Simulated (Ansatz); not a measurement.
Reaction (substitution at a C–C bond): `CCOCCCl` + `C=C(N)[SiH3]` → `C=C([SiH3])NC` + `COCCCl`

Gas-phase electronic energies from Ansatz, PBE0-D4/def2-TZVP geometries. CBS: MP2 limit from def2 TZ/QZ plus the TZ coupled-cluster correction, frozen cores. DFT in def2-TZVPP. B3LYP here is the variant with VWN-RPA as its local correlation; programs differ in this. One conformer a species, not always the lowest.

| level | ΔE (kJ/mol) | difference from CCSD(T)/CBS |
| --- | --- | --- |
| r2SCAN-D4 | 43.6 | -1.6 |
| PBE0-D4 | 41.9 | -3.3 |
| ωB97X-V | 42.6 | -2.6 |
| B2PLYP | 44.2 | -1.0 |
| r2SCAN | 44.2 | -1.0 |
| B3LYP | 44.1 | -1.1 |
| MP2/def2-TZVPP | 44.4 | -0.8 |
| CCSD(T)/def2-TZVPP | 43.7 | -1.5 |
| MP2/def2-QZVPP | 45.4 | 0.2 |
| HF/CBS(def2) | 47.2 | 2.0 |
| CCSD(T)/CBS | 45.2 | 0 |

Largest T1 diagnostic among the species: 0.012.

The D4 term adds −3.9 kJ/mol with B3LYP and −2.1 kJ/mol with PBE0; it sums over pairs of atoms, weighted by their polarisabilities, and B3LYP, whose exchange is more repulsive, gets the larger term.
